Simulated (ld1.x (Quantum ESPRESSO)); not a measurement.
**sulfur: ultrasoft pseudisation with PBE, scalar-relativistic reference atom.**

sulfur (S), ultrasoft, made with ld1.x (Quantum ESPRESSO) 7.5 (PBE, scalar-relativistic). Core [Ne], reference 3s2 3p3.5 (charge +0.5). Waves: 3s (bound): rcut 1.10, rcutus 1.30 bohr; 3s channel at -0.85 Ry: rcut 1.10, rcutus 1.30 bohr; 3p (bound): rcut 1.00, rcutus 1.25 bohr; 3p channel at 1.35 Ry: rcut 1.00, rcutus 1.25 bohr. Local part: all-electron potential smoothed inside 1.10 bohr (lloc = -2). Core correction: a·sin(br)/r model core inside 0.90 bohr. Augmentation charge: PSQ, inside the norm-conserving radii.

All-electron outer shells of the reference configuration (PBE, scalar-relativistic, ld1.x):

```tsv
shell	level (eV)	outermost node (bohr)	outermost maximum (bohr)
3s	-22.24	0.60	1.40
3p	-11.70	0.58	1.57
```

Q: Estimate the cutoffs (Ry, on a coarse ladder) from which the occupation-weighted sum of valence levels, in a spherical-Bessel basis at the reference potential, stays within 10 and 1 mRy of its value at 400 Ry.

A: 25 Ry and 45 Ry.

Q: What does a ghost test show?

A: No extra level below or beside the all-electron valence levels (s, p, d, f tested).

Q: Is the overlap operator S = 1 + Σ q|β⟩⟨β| positive definite (Bessel basis up to 400 Ry)?

A: Yes: its lowest eigenvalue is 0.52 (s channel).

Q: Tests: 3s2 3p4; 3s2 3p3; 3s2 3p2; 3s2 3p1; 3s1 3p4; 3s1 3p5; 3s2 3p0. Which has the largest error in its energy relative to the reference configuration, and how large is it?

A: 3s2 3p0, with +37 meV (all-electron minus pseudo) on +110.23 eV.
